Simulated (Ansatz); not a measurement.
The same ligand exchange along the group B, Al, Ga.

Computed with Ansatz on PBE0-D4/def2-TZVP structures; ΔE is electronic, products minus reactants. CCSD(T)/CBS is the MP2 limit (def2-TZVPP, def2-QZVPP) plus CCSD(T) − MP2 in def2-TZVPP, frozen cores. This one scheme is used for every species. Functionals use def2-TZVPP. For Ga outer-core shells are correlated without core-valence functions, which leaves a few kJ/mol of doubt a bond. Scalar relativity is left out up to krypton. Each species was taken in one conformer, which may not be the lowest.

```csv
reaction,CCSD(T)/CBS(def2) (kJ/mol)
`BBO` + H₂S → `OBS` + BH₃,-93
`[OH][AlH][AlH2]` + H₂S → `[OH][AlH][SH]` + `[AlH3]`,?
`[OH][GaH][GaH2]` + H₂S → `[OH][GaH][SH]` + `[GaH3]`,-51
```

(1) Fill in the missing values. (An estimate is asked.)

Largest T1 diagnostic: 0.015, for `[OH][GaH][GaH2]`.

Results:

(1) Ansatz gave: `[OH][AlH][AlH2]` + H₂S → `[OH][AlH][SH]` + `[AlH3]`: -112.5 kJ/mol.
